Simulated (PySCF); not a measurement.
# Ionisation energy of Pt⁺ by level of theory

Pt⁺ [Xe] 4f14 5d9 (2D) → Pt²⁺ [Xe] 4f14 5d8 (3F), as a difference of total energies. Calculation: PySCF 2.14, in aug-cc-pwCVDZ-PP with ECP60MDF (6s6p5d3f, 70 functions); a scalar-relativistic core potential. Correlated levels: valence: 5s2 5p6 frozen; valence and next inner shell: nothing frozen outside the core potential. The calculations carry no spin-orbit coupling.

Task: Order these methods by the ionisation energy they give, lowest first.
A. PBE0
B. SCS-MP2 (valence and next inner shell)
C. M06
D. UHF

Result: D (16.862 eV), B (18.439 eV), A (18.825 eV), C (19.275 eV).

The reference lies between the lowest fine-structure levels, while these numbers refer to the centres of the terms.

Errors of the correlated levels include the incompleteness of this basis and the frozen core.

For comparison: 18.56 ± 0.12 eV (measured; NIST Atomic Spectra Database, ionization energies).
